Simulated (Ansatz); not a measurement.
`FB[Si](Cl)(Cl)Cl` + `C#C[SeH]` → `C#C[Se]BF` + `Cl[SiH](Cl)Cl` at 298.15 K and 1 bar (cleavage of the B–Si bond).

Program: Ansatz. Geometries: PBE0-D4/def2-TZVP. ΔE: electronic, gas phase. CCSD(T)/CBS adds triple-zeta CCSD(T) − MP2 to the extrapolated MP2 energy (def2 sets, frozen cores). This one scheme is used for every species. For Se outer-core shells are correlated without core-valence functions, which leaves a few kJ/mol of doubt a bond. Scalar relativity is left out up to krypton. Each species was taken in one conformer, which may not be the lowest.

| species | CCSD(T)/CBS energy (Eh) | H − E (kJ/mol) | S (J/(mol·K)) |
| --- | --- | --- | --- |
| `FB[Si](Cl)(Cl)Cl` | -1793.79550 | 79.3 | 392.6 |
| `C#C[SeH]` | -2477.92583 | 81.8 | 276.8 |
| `C#C[Se]BF` | -2602.59174 | 110.2 | 331.1 |
| `Cl[SiH](Cl)Cl` | -1669.16736 | 53.3 | 314.4 |

H − E and S are ideal-gas, rigid-rotor, harmonic terms from PBE0-D4/def2-TZVP, for one conformer and one mirror image of each species. 1 Eh = 2625.50 kJ/mol, R = 8.31446 J/(mol·K).

Q: By hand: ΔE, ΔH, ΔS and ΔG.

A: ΔE = (-2602.59174) + (-1669.16736) − (-1793.79550) − (-2477.92583) = -0.03777 Eh = -99.2 kJ/mol. Δ(H − E) = 110.2 + 53.3 − 79.3 − 81.8 = 2.4, so ΔH = -96.8 kJ/mol. ΔS = 331.1 + 314.4 − 392.6 − 276.8 = -23.9 J/(mol·K). ΔG = -96.8 − 298.15 × (-23.9)/1000 = -89.7 kJ/mol.

Q: By hand: the equilibrium constant, and the temperature at which ΔG would vanish if ΔH and ΔS stayed fixed.

A: log₁₀ K = −ΔG/(RT ln 10) = 15.7. ΔG = 0 at ΔH/ΔS = 4050 K, far beyond where these terms or the molecules hold.

ΔH outweighs TΔS. A doubt of 5 kJ/mol in ΔE shifts log₁₀ K by 0.9 here. Other conformers and mirror images would add mixing entropy, several J/(mol·K) or more a flexible species. Modes under 60 cm⁻¹, often nearly free rotors, make the harmonic entropy too high. These are equilibria of isolated gas molecules and say nothing of rates. Largest T1 diagnostic: 0.013 (customary marks: 0.02 for closed shells, 0.045 for open ones).
